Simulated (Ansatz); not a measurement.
Single points on S-phenylphenoxathiinium bis(oxalato)borate (C22H13BO9S).

```yaml
crystal:
  periodic: [false, false, false]
  atoms:
    - {symbol: O, position_ang: [3.373491, 1.619393, 0.813461]}
    - {symbol: C, position_ang: [2.457005, 2.005916, 1.503751]}
    - {symbol: O, position_ang: [1.151332, 1.913009, 1.191735]}
    - {symbol: B, position_ang: [0.339802, 2.460125, 2.329511]}
    - {symbol: O, position_ang: [1.293188, 2.918604, 3.323183]}
    - {symbol: C, position_ang: [2.551912, 2.672432, 2.907147]}
    - {symbol: O, position_ang: [3.567814, 2.915595, 3.509877]}
    - {symbol: O, position_ang: [-0.538478, 1.353553, 2.825089]}
    - {symbol: C, position_ang: [-1.760106, 1.557387, 2.346489]}
    - {symbol: O, position_ang: [-2.657687, 0.731576, 2.295196]}
    - {symbol: C, position_ang: [-1.813978, 2.997589, 1.754206]}
    - {symbol: O, position_ang: [-2.787648, 3.527019, 1.268367]}
    - {symbol: O, position_ang: [-0.578999, 3.504269, 1.843660]}
    - {symbol: C, position_ang: [-2.835157, -4.137943, -0.540597]}
    - {symbol: C, position_ang: [-1.702343, -3.905941, -1.342582]}
    - {symbol: C, position_ang: [-0.893382, -2.785890, -1.112402]}
    - {symbol: C, position_ang: [-1.244652, -1.919901, -0.065878]}
    - {symbol: S, position_ang: [-0.292698, -0.436228, 0.338461]}
    - {symbol: C, position_ang: [-0.673148, 0.686333, -0.994968]}
    - {symbol: C, position_ang: [-1.933791, 1.308149, -0.959953]}
    - {symbol: C, position_ang: [-2.265640, 2.245665, -1.941768]}
    - {symbol: C, position_ang: [-1.338116, 2.552450, -2.952685]}
    - {symbol: C, position_ang: [-0.086138, 1.931536, -2.984255]}
    - {symbol: C, position_ang: [0.264856, 0.993308, -1.997915]}
    - {symbol: O, position_ang: [1.515562, 0.456196, -2.106645]}
    - {symbol: C, position_ang: [2.055765, -0.374419, -1.171625]}
    - {symbol: C, position_ang: [3.399635, -0.735952, -1.374195]}
    - {symbol: C, position_ang: [4.055959, -1.547668, -0.449571]}
    - {symbol: C, position_ang: [3.388913, -2.013599, 0.699210]}
    - {symbol: C, position_ang: [2.053342, -1.666675, 0.907508]}
    - {symbol: C, position_ang: [1.384087, -0.871619, -0.041151]}
    - {symbol: C, position_ang: [-2.363138, -2.132493, 0.756188]}
    - {symbol: C, position_ang: [-3.164497, -3.257564, 0.501279]}
    - {symbol: H, position_ang: [-3.463485, -5.021663, -0.729471]}
    - {symbol: H, position_ang: [-1.448568, -4.602665, -2.155557]}
    - {symbol: H, position_ang: [-0.001376, -2.594149, -1.727636]}
    - {symbol: H, position_ang: [-2.643944, 1.076048, -0.151180]}
    - {symbol: H, position_ang: [-3.238922, 2.753018, -1.893127]}
    - {symbol: H, position_ang: [-1.588288, 3.297085, -3.722707]}
    - {symbol: H, position_ang: [0.659387, 2.164955, -3.757818]}
    - {symbol: H, position_ang: [3.911215, -0.331179, -2.258593]}
    - {symbol: H, position_ang: [5.112260, -1.805864, -0.614201]}
    - {symbol: H, position_ang: [3.915133, -2.633026, 1.439118]}
    - {symbol: H, position_ang: [1.515111, -2.007603, 1.805125]}
    - {symbol: H, position_ang: [-2.601922, -1.414849, 1.560414]}
    - {symbol: H, position_ang: [-4.049678, -3.444330, 1.127516]}
basis:
  gaussian: {orbitals: 6-31G}
hamiltonian: {xc: hf}
scf: {omitted_lower_state_checks: [starts]}
output: {orbitals: {seedname: orbitals}}
```

The file start.molden holds the orbitals of an earlier run on this structure, at another level or in another basis.

```sh
$ ansatz run in.yaml --threads 2 --pin off --events-out ev --progress --plain --max-ram 20480MiB --backend cuda --devices 0, --max-vram 18GiB
```

Shortened log:

```
Functional definition: HF
4151 factors; integrals over basis functions are off by at most 2.1e-4 eV
mean field evaluation 1: about -52658.0032 eV, gradient 9.8e1 eV
mean field evaluation 2: about -52658.0788 eV, gradient 9.8e1 eV
mean field evaluation 4: about -52681.3747 eV, gradient 1.3e1 eV
mean field evaluation 8: about -52681.8994 eV, gradient 2.6e-1 eV
mean field -52681.89657300 eV, -1936.0239899857 hartree, gradient 2.7e-5 eV, S^2 0.000000; 0 other end points of the search recorded, 0 dependent functions left out
reference -52681.89657300 eV, -1936.0239899857 hartree; 119, 119 occupied and 208, 208 virtual orbitals, 4151 factors
Total energy: -52681.89657300 eV, -1936.0239899857 hartree
Checks for a lower state left out: starts
```

It took 5.5 s on 2 threads of AMD EPYC 7R13 on a shared host and a share (18 GiB) of an NVIDIA H100 80GB HBM3, peak host memory 1 GiB.

As the first input, with `gaussian: {orbitals: def2-SVP, initial_orbitals: start.molden}`, `correlation: {method: mp2}` and without the key `hamiltonian` (abridged; 9.5 s):

```
Functional definition: HF
mean field -52667.38817006 eV, -1935.4908160118 hartree, gradient 1.8e-6 eV, S^2 0.000000; unrestricted orbitals would lower it
mean field evaluation 16: about -52667.6769 eV, gradient 1.4e-1 eV
37 core orbitals not correlated: weight in the atoms' cores, before any rotation towards them, 1.000 or more for the frozen orbitals, at most 0.000 for the correlated occupied ones
second order -127.17213831 eV of doubles, -0.00000000 eV of singles
Total energy: -52794.56030837 eV, -1940.1643058942 hartree
Checks for a lower state left out: starts
```

The first input with `gaussian: {orbitals: def2-SVP, fitting: {mean_field: def2-universal-jkfit}, initial_orbitals: start.molden}`, `hamiltonian: {xc: hse06, dispersion: d4}` (abridged; 7.5 s):

```
Functional definition: HSE06
mean field -52877.25321268 eV, -1943.2032140766 hartree, gradient 1.1e-5 eV, S^2 0.000000
Total energy: -52879.14450823 eV, -1943.2727179059 hartree
Checks for a lower state left out: starts
```

As the first input, with `gaussian: {orbitals: def2-SVP, fitting: {mean_field: def2-universal-jkfit}, initial_orbitals: start.molden}`, `hamiltonian: {xc: r2scan, dispersion: d4}`, `output: {forces: true, orbitals: {seedname: orbitals}}` (abridged; 9 s):

```
Functional definition: r2SCAN
mean field -52907.22560994 eV, -1944.3046793598 hartree, gradient 1.2e-5 eV, S^2 0.000000
Total energy: -52907.95748488 eV, -1944.3315752676 hartree
Atom 0 force    -0.604521     0.270759     0.474292 eV/Å
Atom 1 force     0.201768    -0.226108    -0.365065 eV/Å
Atom 2 force     0.332795     0.137874     0.316387 eV/Å
Atom 3 force     0.011905     0.005228     0.016192 eV/Å
Atom 4 force     0.274093    -0.190591    -0.364133 eV/Å
Atom 5 force     0.291300     0.181031     0.357949 eV/Å
Atom 6 force    -0.715581    -0.185005    -0.438753 eV/Å
Atom 7 force    -0.312976     0.320381    -0.250573 eV/Å
Atom 8 force    -0.180702    -0.429316     0.049046 eV/Å
Atom 9 force     0.586077     0.573981     0.033734 eV/Å
Atom 10 force    -0.216837     0.338945    -0.239416 eV/Å
Atom 11 force     0.644314    -0.383434     0.337638 eV/Å
Atom 12 force    -0.299562    -0.398396     0.074253 eV/Å
Atom 13 force     0.037712     0.031016     0.030555 eV/Å
Atom 14 force    -0.016746     0.038503     0.019007 eV/Å
Atom 15 force    -0.031443    -0.019806     0.015230 eV/Å
Atom 16 force    -0.092065    -0.112842     0.013632 eV/Å
Atom 17 force     0.014461    -0.113588    -0.194405 eV/Å
Atom 18 force     0.026507     0.082685    -0.093942 eV/Å
Atom 19 force     0.011426     0.044387    -0.043264 eV/Å
Atom 20 force     0.034773    -0.008723     0.007408 eV/Å
Atom 21 force     0.015531    -0.040342     0.042057 eV/Å
Atom 22 force     0.012340    -0.028491     0.024724 eV/Å
Atom 23 force    -0.089854     0.067259    -0.005611 eV/Å
Atom 24 force    -0.114393    -0.050449     0.169764 eV/Å
Atom 25 force     0.060229    -0.049651     0.080552 eV/Å
Atom 26 force    -0.038937     0.001872     0.001122 eV/Å
Atom 27 force    -0.056548     0.015081    -0.001146 eV/Å
Atom 28 force    -0.025103     0.029655    -0.017484 eV/Å
Atom 29 force     0.048763    -0.008272    -0.018284 eV/Å
Atom 30 force     0.121951     0.033586    -0.039850 eV/Å
Atom 31 force    -0.010804    -0.007507    -0.050641 eV/Å
Atom 32 force     0.019961    -0.002189    -0.033782 eV/Å
Atom 33 force     0.137127     0.200608     0.038521 eV/Å
Atom 34 force    -0.052150     0.152023     0.179439 eV/Å
Atom 35 force    -0.181643    -0.038885     0.125257 eV/Å
Atom 36 force     0.141844     0.046608    -0.154856 eV/Å
Atom 37 force     0.210365    -0.112291    -0.013105 eV/Å
Atom 38 force     0.055469    -0.162212     0.169442 eV/Å
Atom 39 force    -0.160757    -0.052824     0.169209 eV/Å
Atom 40 force    -0.111396    -0.082748     0.194667 eV/Å
Atom 41 force    -0.229626     0.061930     0.038072 eV/Å
Atom 42 force    -0.116053     0.138993    -0.162295 eV/Å
Atom 43 force     0.110592     0.073436    -0.187641 eV/Å
Atom 44 force     0.059141    -0.183642    -0.166160 eV/Å
Atom 45 force     0.197251     0.041474    -0.137744 eV/Å
Dipole moment:    -0.379592    -2.320887    -1.917276 e Å
Checks for a lower state left out: starts
```

As the first input, with `gaussian: {orbitals: def2-SVP, fitting: {mean_field: def2-universal-jkfit}, initial_orbitals: start.molden}`, `hamiltonian: {xc: {text: "exchange = 0.90*pbe_x + 0.10*exact_x\ncorrelation = pbe_c"}}` (abridged; 8.5 s):

```
Functional definition: unnamed
mean field -52878.38709655 eV, -1943.2448835400 hartree, gradient 2.3e-5 eV, S^2 0.000000
Total energy: -52878.38715993 eV, -1943.2448858694 hartree
Checks for a lower state left out: starts
```

Geometry: PBE-D4/def2-SVP.

HSE06 is defined as in plane-wave codes, on full-range PBE exchange. Correlated methods freeze 37 core orbitals. Single mean-field runs in def2-SVP are fitted with def2-universal-jkfit. The restricted singlet is unstable towards broken spin symmetry in Hartree–Fock (as tested in another run); at HF/6-31G this wasn't settled. At MP2/def2-SVP the restricted singlet (for correlated methods, its reference) is unstable: a solution with broken spin symmetry lies lower.
